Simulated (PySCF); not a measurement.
Ta⁴⁸⁺: ionisation energy

Ta⁴⁸⁺ [Ar] 3d7 (4F) → Ta⁴⁹⁺ [Ar] 3d6 (5D), as a difference of total energies. Calculation: PySCF 2.14, in an even-tempered Gaussian basis (18 s from 10 bohr⁻², ratio 2.5; 13 p from 14 bohr⁻², ratio 2.5; 7 d from 14 bohr⁻², ratio 2.5; 4 f from 55 bohr⁻², ratio 2.7; 3 g from 83 bohr⁻², ratio 2.7); the spin-free X2C one-electron Hamiltonian (Gaussian nucleus). Correlated levels: outer shells: [Ne] frozen; virtual orbitals above 40 to 60 times the deepest correlated orbital energy dropped. The calculations carry no spin-orbit coupling.

| method | ionisation energy (eV) |
| --- | --- |
| UHF | 4296.6 |
| LDA | 4295.9 |
| PBE | 4297.0 |
| PBE0 | 4297.5 |
| r2SCAN | 4299.1 |
| B97-3 | 4297.6 |
| r2SCAN0 | 4299.0 |
| MP2 (outer shells) | 4297.7 |
| SCS-MP2 (outer shells) | 4297.9 |

Spin-orbit coupling is strong in these open shells (close to jj coupling). The scalar numbers leave it out and a first-order estimate fails, so it can dominate the gap to the real levels.

Breit and QED terms and the two-electron picture change are absent.

For comparison: 4278 ± 4 eV (theoretical estimate listed by NIST; NIST Atomic Spectra Database, ionization energies).
